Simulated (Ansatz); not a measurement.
Species: C2H5Si, charge 0, doublet. C2H5Si (SMILES [H]/[C]=C/[SiH3], doublet).
B3LYP-D3(BJ)/def2-TZVP minimum from Ansatz (a program for electronic structure):
```xyz
8

C     -1.6903    -0.5646     0.2372
C     -0.6000    -0.4716    -0.4676
Si     0.9253     0.4372     0.1309
H     -2.6790    -0.9952     0.1716
H     -0.5521    -0.9396    -1.4592
H      0.6800     0.9992     1.4756
H      2.0768    -0.4961     0.1783
H      1.2613     1.5277    -0.8163
```
Charge 0, spin multiplicity 2.

Total energies in cc-pV(D+d)Z, 17 correlated electrons, 7 frozen orbitals. UHF or UKS for unpaired electrons; spin-orbit terms are left out. Cores are frozen in correlated methods. No relativity. The UHF reference of C2H5Si ([H]/[C]=C/[SiH3], doublet) is spin-contaminated (<S^2> up to 0.17 over the pure value in the sets run).

| method | program | energy (Eh) | minus CCSDT(Q) (mEh) |
|---|---|---|---|
| HF | Ansatz | -367.50195 | 400.83 |
| MP2 | Ansatz | -367.83196 | 70.83 |
| CCSD | Ansatz | -367.88774 | 15.05 |
| CCSD(T) | Ansatz | -367.90026 | 2.52 |
| CCSDT(Q) | Ansatz | -367.90279 | 0.00 |

Rough core times of Ansatz's runs on a shared machine: CCSD(T) under 20 s, CCSDT(Q) 10 min.
